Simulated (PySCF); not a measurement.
**Electron correlation in Au (gold, neutral)**

[Xe] 4f14 5d10 6s1, 2S determinant. Computed with PySCF 2.14 in aug-cc-pVDZ-PP with ECP60MDF, with a scalar-relativistic core potential. Frozen: 5s2 5p6; 11 electrons correlated.

```
  level  correlation energy (mhartree)
   CCSD                        -302.15
    (T)                          -8.65
CCSD(T)                        -310.80
```

Diagnostics: T1 = 0.014, D1 = 0.0525, largest double amplitude 0.016.

Cost of the coupled-cluster step: of the order of 4 core-seconds, for 11 correlated electrons.
